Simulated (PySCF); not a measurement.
C₂H₆F₂Si₂, SMILES C(/[SiH3])(=C\F)[SiH2]F. Atoms are numbered in the order given.

```xyz
12

F     -0.3034     2.5609     0.0000
C      0.6640     1.6213     0.0000
C      0.3735     0.3154     0.0000
Si     1.7627    -0.9477     0.0000
Si    -1.4127    -0.2313     0.0000
F     -1.3561    -1.8679     0.0000
H      1.6549     2.0882     0.0000
H      3.0623    -0.2190     0.0000
H      1.6832    -1.8093     1.2087
H      1.6832    -1.8093    -1.2087
H     -2.1357     0.1994     1.2205
H     -2.1357     0.1994    -1.2205
```
Charge 0, spin multiplicity 1.

Geometry optimised at TPSSh-D3(BJ)/def2-SVP. The structure was generated by enumeration; whether it is a known compound was not checked. The values are those of a single conformer.

Calculation: PBE/def2-TZVP in PySCF.

ESP charges are fitted to the potential on shells at 1.4 to 2.0 van der Waals radii. Atomic charges (e):

```csv
atom,ESP fit,meta-Löwdin
F1,-0.13,-0.24
C2,0.06,0.19
C3,-0.19,-0.52
Si4,0.07,0.44
Si5,0.47,0.90
F6,-0.24,-0.49
H7,0.14,0.13
H8,-0.03,-0.08
H9,0.00,-0.07
H10,0.00,-0.07
H11,-0.07,-0.10
H12,-0.07,-0.10
```

### Question
Give the Mayer and Wiberg (Löwdin basis) orders of the bonds. (An estimate is asked for; the answer gives what the named calculation found.)

### Answer

```json
[
 {"bond": "F1–C2", "Mayer": "1.09", "Wiberg": "1.75"},
 {"bond": "C2–C3", "Mayer": "1.72", "Wiberg": "2.02"},
 {"bond": "C3–Si4", "Mayer": "0.95", "Wiberg": "1.11"},
 {"bond": "C3–Si5", "Mayer": "1.00", "Wiberg": "1.08"},
 {"bond": "Si5–F6", "Mayer": "1.10", "Wiberg": "1.69"},
 {"bond": "C2–H7", "Mayer": "0.97", "Wiberg": "0.87"},
 {"bond": "Si4–H8", "Mayer": "0.94", "Wiberg": "0.94"},
 {"bond": "Si4–H9", "Mayer": "0.94", "Wiberg": "0.94"},
 {"bond": "Si4–H10", "Mayer": "0.94", "Wiberg": "0.94"},
 {"bond": "Si5–H11", "Mayer": "0.92", "Wiberg": "0.93"},
 {"bond": "Si5–H12", "Mayer": "0.92", "Wiberg": "0.93"}
]
```
